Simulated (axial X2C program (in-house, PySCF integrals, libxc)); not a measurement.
# FeTe⁺: properties at the nuclei

Computed with an in-house all-electron X2C program for linear molecules (integrals from PySCF): two-component X2C with atomic mean-field Coulomb and Gaunt terms, Gaussian nuclei, basis Te dyall-cv3z, Fe dyall-cv3z with contracted cores.

R = 2.391 Å (near the PBE0 minimum at charge 1 of the determinant lowest at the starting distance; the state shown can have its own minimum elsewhere).

Determinant lowest in the PBE0 search, Ω = 5/2 (⟨Sz⟩ = 2.49, ⟨Lz⟩ = 0.01 at PBE0), spin on the atoms Te 0.65, Fe 1.84:

```csv
level,Eeff magnitude (GV/cm),Ws magnitude Te (kHz),A∥/gI Te (MHz),qzz Te (a.u.),A∥/gI Fe (MHz),qzz Fe (a.u.)
PBE0,1.22,0.194,-137,-2.21,108,-1.95
HF,2.01,0.562,325,0.78,87.2,-1.66
B3LYP,1.63,0.305,-149,-1.81,139,-1.94
PBE,1.73,0.307,-254,-0.61,237,-1.96
r2SCAN,0.547,0.0223,-262,-1.65,228,-1.89
```

Eeff is the effective electric field on the electron electric dipole moment in this Ω state and Ws the scalar–pseudoscalar constant of the nucleus named (defined with the proton number Z and per Ω); A∥ (defined per Ω) follows by multiplying with gI = μI/(I μN); qzz is the electric field gradient, eQq0 = 234.96 MHz × Q/barn × qzz. The operators were transformed with the bare-nucleus X2C matrices; with these basis sets, hyperfine constants and field gradients can be off by tens of per cent, and where levels differ in sign neither size nor sign is settled.

Each state is one determinant with collinear spin, which with several unpaired electrons need not be a pure state. Unrestricted Hartree–Fock can overshoot spin polarisation at the nuclei. In the state Ω = 5/2 the sign of Eeff differs between levels (HF against PBE0). This is the top spin component of a Σ state; components of lower Ω are not single determinants and can lie lower. With several open shells hyperfine constants can be off by a factor of several. Where Eeff spreads by more than a factor of two the levels disagree and none is to be relied on. At HF a later determinant lies lower. States lie within half an eV, so the first need not be the ground state. The sign of Ws at Te differs between levels in the first state. Further determinants of the search, some of them spin-mixed, are not shown. Where a field gradient or hyperfine factor spreads by more than a factor of two over the levels, a constant derived from it is not to be relied on.
